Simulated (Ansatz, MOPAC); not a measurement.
Species: propane-1,1-diselenol, C$_{3}$H$_{8}$Se$_{2}$, charge 0, multiplicity 1. SMILES: CCC([SeH])[SeH]
Geometry from a B3LYP-D3(BJ)/def2-TZVP (Ansatz, a first-principles code) optimisation:
```xyz
13

C     -2.6245    -0.1696     1.1737
C     -1.4829     0.7425     0.7265
C     -0.1473     0.0252     0.5720
Se    -0.3120    -1.4053    -0.8003
Se     1.3487     1.2652     0.2281
H     -3.5301     0.4143     1.3448
H     -2.3749    -0.6842     2.1040
H     -2.8570    -0.9296     0.4263
H     -1.7381     1.2295    -0.2181
H     -1.3421     1.5403     1.4592
H      0.1367    -0.4569     1.5061
H      1.1364    -1.6258    -0.9116
H      0.8501     1.6878    -1.0907
```

Property: vertical ionisation energy to the doublet, in eV. Terms: non-relativistic; no dispersion term unless named; LANL2DZ with its own core potentials from Na on; PM7 with its own dispersion and hydrogen-bond terms; six Cartesian d functions in 6-31G* and its kin unless marked 5d; no spin-orbit coupling; open shells spin-unrestricted; valence correlation only (noble-gas shells and the d and f shells of earlier blocks); each state is the SCF solution reached for its charge and spin. First-principles rows: single points at B3LYP-D3(BJ) geometries (Ansatz). Semi-empirical rows: differences of heats of formation at the shared geometry for vertical values.

| level | program | vertical ionisation energy to the doublet (eV) |
|---|---|---|
| AM1 | MOPAC | 7.42 |
| PM6 | MOPAC | 8.28 |
| PM7 | MOPAC | 7.92 |
| MNDO | MOPAC | 8.30 |
| HF/6-31G* with LANL2DZ past Ar | Ansatz | 8.04 |
| PBE/6-31G* | Ansatz | 7.96 |
| B3LYP/6-31G* | Ansatz | 8.23 |
| B3LYP/6-31G* with LANL2DZ past Ar | Ansatz | 8.36 |
| MP2/6-31G* with LANL2DZ past Ar | Ansatz | 8.24 |
| PBE/def2-TZVPD | Ansatz | 8.04 |

No value to compare with is used here. The 9 habitual levels span 7.42 (AM1) to 8.36 eV (B3LYP/6-31G* with LANL2DZ past Ar); PBE/def2-TZVPD gives 8.04.

The levels are drawn from those run, B3LYP/6-31G* more often than the rest, none by its result; left out are runs that failed, that the program found above a lower state of the same kind, or whose <S^2> lies over 0.5 above the pure value.
